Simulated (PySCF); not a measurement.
H4P2, charge +1, multiplicity 2. Atoms are numbered in the order given.

```xyz
6

P     -1.0571     0.1219     0.0000
P      1.0571    -0.1219     0.0000
H     -1.4674    -0.6584     1.1034
H     -1.4674    -0.6584    -1.1034
H      1.4674     0.6584     1.1034
H      1.4674     0.6584    -1.1034
```
Charge +1, spin multiplicity 2.

Geometry optimised at PBE0-D3(BJ)/def2-TZVP. The spin state was assumed, not searched.

Level of theory: TDA-M06-2X/def2-TZVPD run with PySCF 2.14.0.

Vertical excitations. The molecule is in vacuum.

```json
[
 {"state": "root 1", "energy (eV)": "2.83", "λ (nm)": "438", "f": "0.094", "main pairs": "β HOMO→LUMO 91 %"},
 {"state": "root 2", "energy (eV)": "4.22", "λ (nm)": "294", "f": "0.000", "main pairs": "β HOMO−1→LUMO 99 %"},
 {"state": "root 3", "energy (eV)": "4.98", "λ (nm)": "249", "f": "0.000", "main pairs": "β HOMO−2→LUMO 98 %"},
 {"state": "root 4", "energy (eV)": "5.66", "λ (nm)": "219", "f": "0.100", "main pairs": "α HOMO→LUMO 92 %"},
 {"state": "root 5", "energy (eV)": "5.67", "λ (nm)": "219", "f": "0.010", "main pairs": "α HOMO→LUMO+1 96 %"},
 {"state": "root 6", "energy (eV)": "6.18", "λ (nm)": "200", "f": "0.001", "main pairs": "β HOMO−3→LUMO 97 %"},
 {"state": "root 7", "energy (eV)": "6.46", "λ (nm)": "192", "f": "0.000", "main pairs": "α HOMO→LUMO+2 80 %, β HOMO→LUMO+1 7 %"},
 {"state": "root 8", "energy (eV)": "6.52", "λ (nm)": "190", "f": "0.000", "main pairs": "α HOMO→LUMO+3 57 %, β HOMO→LUMO+2 33 %"},
 {"state": "root 9", "energy (eV)": "6.93", "λ (nm)": "179", "f": "0.000", "main pairs": "α HOMO→LUMO+2 11 %, β HOMO→LUMO+1 80 %"},
 {"state": "root 10", "energy (eV)": "7.20", "λ (nm)": "172", "f": "0.000", "main pairs": "α HOMO→LUMO+3 35 %, β HOMO→LUMO+2 62 %"}
]
```
Unrestricted roots are not spin-pure.
